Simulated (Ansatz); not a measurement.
Series Mo(N)X3: gap (eV) at several levels, gas phase, relaxed structures; Ansatz. Core potentials for Mo in the def2 sets, no spin–orbit coupling. Names give formal oxidation states. The structures are stationary points that may keep the symmetry of their start. Remarks come from the PBE and PBE0 runs and from stability tests at other levels; not every state was tested.

```csv
species,state,geometry,PBE-D4/def2-SVP,PBE-D4/def2-TZVPD,r2SCAN-D4/def2-TZVPD,PBE0-D4/def2-SVP,PBE0-D4/def2-TZVPD,remarks
MoNCl3,singlet,B3LYP-D4/def2-SVP,3.09,3.09,3.41,5.16,5.16,restricted SCF unstable in HF
MoNF3,singlet,PBE-D4/def2-SVP,4.09,4.11,4.52,6.61,6.61,restricted SCF unstable in HF
MoN(OH)3 (MoNO3H3),singlet,B3LYP-D4/def2-SVP,4.67,4.59,5.00,7.08,6.99,restricted SCF unstable in HF
MoN(NH2)3 (MoN4H6),singlet,PBE-D4/def2-SVP,4.00,3.94,4.30,6.11,6.01,restricted SCF unstable in HF
```

(1) Estimate the column for PBE0-D4/def2-TZVP.

(1) MoNCl3 5.17; MoNF3 6.61; MoN(OH)3 (MoNO3H3) 7.03; MoN(NH2)3 (MoN4H6) 6.04.

Over the 4 species that have every level, the mean is 3.96 at PBE-D4/def2-SVP, 3.93 at PBE-D4/def2-TZVPD, 4.31 at r2SCAN-D4/def2-TZVPD, 6.24 at PBE0-D4/def2-SVP, 6.21 at PBE0-D4/def2-TZVP, 6.19 at PBE0-D4/def2-TZVPD. Orbital gaps grow with the share of exact exchange and aren't one observable across functionals.
